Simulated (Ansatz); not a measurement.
BMe2(CCH) (C4H7B). Total charge 0; singlet. Geometry PBE0-D4/def2-SVP, basis def2-TZVP, Ansatz.

| run | HOMO (eV) | LUMO (eV) |
| --- | --- | --- |
| A | -7.52 | -1.63 |
| B | -7.89 | -1.27 |
| C | -10.11 | 0.76 |
| D | -8.83 | -0.35 |
| E | -9.11 | -0.30 |
| F | -6.52 | -2.38 |

B3LYP takes the VWN-RPA correlation.

**Question.** The runs used B3LYP, BHLYP, CAM-B3LYP, PBE, r2SCAN0, ωB97X-V. Estimate which is which.

**Answer.** A B3LYP (20 % exact exchange); B r2SCAN0 (25 % exact exchange); C ωB97X-V (range-separated); D BHLYP (50 % exact exchange); E CAM-B3LYP (range-separated); F PBE (0 % exact exchange). Exact exchange lowers occupied and raises empty levels; among semilocal functionals meta-GGAs tend to open the gap a little, and such runs are hard to tell apart. The gap grows from 4.14 eV (PBE) to 10.88 eV (ωB97X-V).
